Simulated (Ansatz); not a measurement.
Ansatz (an electronic-structure program) input (RPA@PBE/cc-pVTZ):

Ansatz 0.2 input:
```yaml
crystal:
  periodic: [false, false, false]
  atoms:
    - {symbol: Br, position_ang: [1.97268362, -0.38380043, -0.30992013]}
    - {symbol: Ge, position_ang: [-0.01210457, 0.82311252, 0.71514568]}
    - {symbol: Br, position_ang: [-1.96113018, -0.42366586, -0.33061997]}
    - {symbol: H, position_ang: [-0.01702395, 1.92171951, -0.46575809]}
basis:
  gaussian:
    orbitals: cc-pVTZ
hamiltonian:
  xc: pbe
total_charge: -1
magnetization: {spin_polarized: false}
correlation: {method: rpa, electrons: outside_noble_gas}
```

End of the output:

```
integrals: 0.11 GiB planned
923 factors; integrals over basis functions are off by at most 1.2e-3 eV
0.25 GiB of the device are held for the grids
1.26 GiB of device memory are held for the factors and their scratch space
mean field: 1.44 GiB planned
mean field evaluation 1: about -196604.1990 eV, gradient 3.0e1 eV
mean field evaluation 2: about -196604.1945 eV, gradient 3.0e1 eV
mean field evaluation 4: about -196605.4007 eV, gradient 5.2e0 eV
mean field evaluation 8: about -196605.4977 eV, gradient 1.6e-1 eV
mean field evaluation 16: about -196605.4978 eV, gradient 3.4e-5 eV
mean field -196605.49778100 eV, -7225.1187794590 hartree, gradient 6.6e-6 eV, S^2 0.000000; 0 other end points of the search recorded, 0 dependent functions left out
42 core orbitals not correlated
reference -196493.57099908 eV, -7221.0055460900 hartree; 10, 10 occupied and 91, 91 virtual orbitals, 923 factors
Total energy: -196513.91232702 eV, -7221.7530761040 hartree
```

It need not be the lowest isomer of its formula. Whether it binds its extra electron was not tested at this geometry.
